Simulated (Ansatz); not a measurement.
`O=CC(O)[SiH3]` and `OC([SiH3])[TeH]` differ in one atom or group.

Ansatz, PBE0-D4/def2-TZVP geometries, multiplicity 1. Each molecule was computed in one conformer, which needn't be the lowest.

Elements past krypton have def2 core potentials.  Spin–orbit coupling is left out; it splits and shifts lone-pair levels of the heavy atoms by tenths of an eV.

```csv
property,`O=CC(O)[SiH3]`
LUMO energy (PBE/def2-TZVPP) / eV,-2.27
LUMO energy (B3LYP/def2-TZVPP) / eV,-1.45
size of the dipole moment (B3LYP/def2-TZVPP) / D,2.29
LUMO energy (PBE0/def2-TZVPP) / eV,-1.18
HOMO–LUMO gap (B3LYP/def2-TZVPP) / eV,6.15
HOMO energy (PBE0/def2-TZVPP) / eV,-7.82
```

Question: What does the change do to each property? (An estimate is asked.)

Answer: Ansatz gave: 
```tsv
property	`OC([SiH3])[TeH]`	shift
LUMO energy (PBE/def2-TZVPP) / eV	-1.79	0.48
LUMO energy (B3LYP/def2-TZVPP) / eV	-1.20	0.25
size of the dipole moment (B3LYP/def2-TZVPP) / D	1.43	-0.86
LUMO energy (PBE0/def2-TZVPP) / eV	-0.97	0.21
HOMO–LUMO gap (B3LYP/def2-TZVPP) / eV	5.03	-1.12
HOMO energy (PBE0/def2-TZVPP) / eV	-6.44	1.38
```

With PBE0 the HOMO rises by 1.38 eV and the LUMO rises by 0.21 eV, so the gap narrows by about 1.17 eV. PBE moves the HOMO by 0.95 eV and ωB97M-V by 1.57 eV. Dipoles are sizes alone; their direction can turn.

B3LYP here is the variant with VWN-RPA as its local correlation; programs differ in this.
